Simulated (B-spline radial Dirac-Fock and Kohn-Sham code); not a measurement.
## Relativistic shifts of the levels of Cd⁵⁺

System: cadmium as Cd⁵⁺, 1s2 2s2 2p6 3s2 3p6 3d10 4s2 4p6 4d7.

Both columns are ΔSCF binding energies of the configuration average from a radial atomic solver: non-relativistic Hartree-Fock with a point nucleus, and Dirac-Fock with a finite nucleus and the Coulomb interaction alone, averaged over the two j levels with weights 2j+1.

```
shell  Hartree-Fock (eV)  Dirac-Fock (eV)  shift (eV)  shift (%)
   1s            26014.5          26883.5     +868.99      +3.34
   2s             3911.8           4122.7     +210.91      +5.39
   2p             3637.8           3697.8      +60.02      +1.65
   3s              819.3            862.9      +43.56      +5.32
   3p              707.1            720.2      +13.05      +1.85
   4s              190.5            199.0       +8.51      +4.47
   4p              151.5            153.7       +2.23      +1.47
   4d              89.14            88.19       -0.94      -1.06
```

Relativity binds 1s, 2s, 2p, 3s, 3p, 4s, 4p more strongly, among those listed most of all 2s in relative terms, and 4d more weakly, because the contracted s and p shells screen the nucleus better.

Values without a named source are computed, but for edge energies of neutral atoms, which are taken from tables.
